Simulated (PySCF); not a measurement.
## C₆ coefficients of unlike pairs at UHF

Calculated with PySCF 2.14 from the dipole response of each species, C₆(A,B) = (3/π) ∫ α_A(iu) α_B(iu) du, in atomic units, from isotropic polarisabilities. For ions this is the dispersion term alone; charge-induced terms of lower order in 1/R come first.

| species | configuration | basis | relativity | α (bohr³) | C₆ (like pair) |
| --- | --- | --- | --- | --- | --- |
| Te(3+) | [Kr] 4d10 5s2 5p1 (2P) | aug-cc-pwCVTZ-DK3 (10s9p7d4f1g) | spin-free X2C | 11.39 | 61.42 |
| Br | [Ar] 3d10 4s2 4p5 (2P) | dyall-av2z (16s12p8d) | none | 18.91 | 152.4 |
| Cd(2+) | [Kr] 4d10 (1S) | x2c-TZVPPall with one added diffuse shell each of s, p, d, f type (9s7p7d3f1g) | spin-free X2C | 4.921 | 24.54 |
| Li | [He] 2s1 (2S) | def2-QZVPPD (6s4p2d1f) | none | 169.4 | 1470 |

Question: Estimate C₆ for Br with Te(3+).

Answer: The integral gives 95.78. The combination rule 2 C_A C_B / (C_A α_B/α_A + C_B α_A/α_B) gives 96.61 and the geometric mean 96.75.

No spin-orbit coupling is included.

The other pairs:

```
          pair     C₆
Cd(2+), Te(3+)  36.95
    Cd(2+), Br  55.44
    Li, Te(3+)  179.5
    Li, Cd(2+)  82.74
        Li, Br  296.2
```
